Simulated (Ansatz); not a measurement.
Mulliken charges of `FB1B[SiH2]1` from PBE/def2-TZVPP in Ansatz (PBE0-D4/def2-TZVP geometry).

| atom | x (Å) | y (Å) | z (Å) | charge (e) |
| --- | --- | --- | --- | --- |
| F1 | -0.561 | -2.402 | 0.045 | -0.124 |
| B2 | 0.236 | -1.409 | 0.116 | 0.390 |
| B3 | 1.049 | -0.107 | 0.171 | -0.263 |
| Si4 | -0.461 | 0.930 | -0.141 | 0.002 |
| H5 | 2.177 | 0.212 | 0.336 | 0.055 |
| H6 | -0.582 | 2.408 | -0.251 | -0.027 |
| H7 | -1.797 | 0.300 | -0.323 | -0.033 |

By hand: the dipole of these point charges (1 e Å = 4.8032 D).

Σ q r = (0.080, -0.285, 0.030) e Å, of length 0.298 e Å = 1.43 D.

How does the dipole of the full density compare? (Estimate.)

Computed: (-0.196, -0.060, -0.029) e Å, 0.99 D; the point charges give 1.44 times that, at 89° from its direction.

Point charges leave out the atoms' own dipoles, such as those of lone pairs, and Mulliken's split depends on the basis, so the two needn't agree.
